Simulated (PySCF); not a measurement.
A structure optimised at GFN2-xTB (Å):
```
atom  x, y, z in Å
C1     2.504    0.066   -0.281
C2     1.017    0.033   -0.125
C3     0.283   -1.063   -0.569
C4    -1.088   -1.109   -0.415
C5    -1.752   -0.044    0.193
C6    -3.155   -0.082    0.351
N7    -4.294   -0.114    0.481
C8    -1.026    1.058    0.647
C9     0.344    1.088    0.485
H10    2.816   -0.504   -1.153
H11    2.864    1.087   -0.377
H12    2.978   -0.377    0.596
H13    0.794   -1.890   -1.040
H14   -1.653   -1.962   -0.762
H15   -1.543    1.879    1.120
H16    0.904    1.943    0.837
```

Neutral, closed shell.

Q: Which heavy atoms are bonded, and with what formal order?

A: C1–C2 1.50 Å (single); C2–C3 1.39 Å (aromatic); C3–C4 1.38 Å (aromatic); C4–C5 1.40 Å (aromatic); C5–C6 1.41 Å (single); C6–N7 1.15 Å (triple); C5–C8 1.40 Å (aromatic); C8–C9 1.38 Å (aromatic); C2–C9 1.39 Å (aromatic). Bonds to hydrogen (Å): C1–H10 1.09; C1–H11 1.09; C1–H12 1.09; C3–H13 1.08; C4–H14 1.08; C8–H15 1.08; C9–H16 1.08.

Q: Write the SMILES.

A: `Cc1ccc(C#N)cc1`, C8H7N, para-tolunitrile. Among its features: nitrile and benzene ring.

Q: What is the point group of this geometry?

A: Cs (tolerance 0.08 Å).

Q: Which rings does it hold (smallest set)?

A: C2–C3–C4–C5–C8–C9 (6 members, 0.00 Å rms from planarity).

Q: Describe the place of each heavy atom.

A: C1: benzylic-type carbon; C2: substituted aromatic carbon; C3/C9: aromatic CH carbon; C4/C8: aromatic CH carbon; C5: substituted aromatic carbon; C6: nitrile carbon; N7: nitrile nitrogen.

Q: What is the arrangement about C3?

A: It has 3 neighbours (C2, C4, H13) and is planar (angles 121.0°, 119.5° and 119.5°, sum 360.0°, 0.00 Å off the plane of its three neighbours).

Q: What is the arrangement about C2?

A: It has 3 neighbours (C1, C3, C9) and is planar (angles 120.6°, 120.6° and 118.8°, sum 360.0°, 0.01 Å off the plane of its three neighbours).

The numbers are calculated, not measured.
